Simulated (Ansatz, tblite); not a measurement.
Removing and adding an electron: `CC(C)(C)C#CC#CC#CC#CC#CC#CC#CC#CC#CC(C)(C)C`. The state is a singlet with charge 0. Geometry: PBE-D4/def2-SVP. Ansatz, gas phase; energy differences of separate SCF runs; the oxidised species was run as a doublet alone; the reduced species was run as a doublet alone.

The xTB rows come from tblite. Single mean-field runs in def2-TZVP are fitted with def2-universal-jkfit. HOMO above LUMO, or a gap near zero within one spin, warns that the state may not be the lowest or that an electron is smeared out.

(1) Estimate orbital energies and vertical ionisation energies and electron affinities at: GFN1-xTB; GFN2-xTB; PBE-D4/def2-TZVP; BLYP-D4/def2-TZVP; PBE0-D4/def2-TZVP.

Answers

(1) 
| level | −HOMO (eV) | vertical IE (eV) | −LUMO (eV) | vertical EA (eV) | HOMO–LUMO gap (eV) | IE − EA (eV) | remarks |
| --- | --- | --- | --- | --- | --- | --- | --- |
| GFN1-xTB | 10.54 | 12.01 | 9.02 | 7.53 | 1.52 | 4.48 | – |
| GFN2-xTB | 9.49 | 11.07 | 7.99 | 6.36 | 1.50 | 4.71 | – |
| PBE-D4/def2-TZVP | 5.25 | 6.70 | 3.79 | – | 1.46 | – | gap within one spin near zero (+1 doublet) |
| BLYP-D4/def2-TZVP | 5.05 | 6.55 | 3.59 | – | 1.46 | – | gap within one spin near zero (+1 doublet) |
| PBE0-D4/def2-TZVP | 5.99 | 6.95 | 3.37 | 2.48 | 2.62 | 4.47 | spin-contaminated (⟨S²⟩ 0.83) (+1 doublet) |

Relaxing the oxidised species (PBE-D4/def2-SVP) changes its energy by -0.06 eV at PBE-D4/def2-TZVP, so the adiabatic ionisation energy to this nearest minimum is 6.64 eV. At PBE0-D4/def2-TZVP that geometry lies 0.03 eV above the vertical one, so it gives no adiabatic value. The gap within one spin of the relaxed charge 1 doublet nearly closes, so an electron or hole may be smeared out by delocalisation error.     Raw xTB energy differences between charge states are shifted by several eV; the methods need an empirical correction for them. Sets without diffuse functions give affinities that are too small.
